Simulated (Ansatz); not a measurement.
`C[BH][ZnH]` + `[SH][GaH2]` → `[ZnH][S][GaH2]` + `BC` at 500 K and 1 bar (cleavage of the Zn–B bond).

Isolated molecules relaxed with PBE0-D4/def2-TZVP in Ansatz; ΔE leaves out vibrations. CBS: MP2 limit from def2 TZ/QZ plus the TZ coupled-cluster correction, frozen cores. This one scheme is used for every species. For Ga, Zn outer-core shells are correlated without core-valence functions, which leaves a few kJ/mol of doubt a bond. Scalar relativity is left out up to krypton.

```tsv
species	CCSD(T)/CBS energy (Eh)	H − E (kJ/mol)	S (J/(mol·K))
`C[BH][ZnH]`	-1844.18606	176.9	352.8
`[SH][GaH2]`	-2323.53734	87.2	313.7
`[ZnH][S][GaH2]`	-4101.94463	94.7	385.7
`BC`	-65.83255	172.2	281.8
```

H − E and S are ideal-gas, rigid-rotor, harmonic terms from PBE0-D4/def2-TZVP, for one conformer and one mirror image of each species. 1 Eh = 2625.50 kJ/mol, R = 8.31446 J/(mol·K).

Q: By hand: ΔE, ΔH, ΔS and ΔG.

A: ΔE = (-4101.94463) + (-65.83255) − (-1844.18606) − (-2323.53734) = -0.05378 Eh = -141.2 kJ/mol. Δ(H − E) = 94.7 + 172.2 − 176.9 − 87.2 = 2.8, so ΔH = -138.4 kJ/mol. ΔS = 385.7 + 281.8 − 352.8 − 313.7 = 1.0 J/(mol·K). ΔG = -138.4 − 500 × (1.0)/1000 = -138.9 kJ/mol.

Q: By hand: the equilibrium constant, and the temperature at which ΔG would vanish if ΔH and ΔS stayed fixed.

A: log₁₀ K = −ΔG/(RT ln 10) = 14.5. ΔH and −TΔS have one sign here, so there is no such temperature. One of them is within its doubt of zero, so this could turn.

The number of gas molecules stays the same, so ΔS is small and ΔH decides. A doubt of 5 kJ/mol in ΔE shifts log₁₀ K by 0.5 here. Other conformers and mirror images would add mixing entropy, several J/(mol·K) or more a flexible species. These are equilibria of isolated gas molecules and say nothing of rates. Largest T1 diagnostic: 0.015 (customary marks: 0.02 for closed shells, 0.045 for open ones).
